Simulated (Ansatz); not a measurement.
Name a neutral molecule of C, F, Ge, O and H with HOMO energy (PBE/def2-TZVPP) between -6.95 and -6.65 eV and size of the dipole moment (ωB97M-V/def2-TZVPP) between 0.80 and 1.10 D (Ansatz, PBE0-D4/def2-TZVP geometry).

`C[O][Ge][F]` (-6.88 eV, 0.84 D); `CC(C)(C)[O][Ge][F]` (-6.66 eV, 1.01 D). Other molecules can fit too; these were computed, each in one conformer that needn't be the lowest.
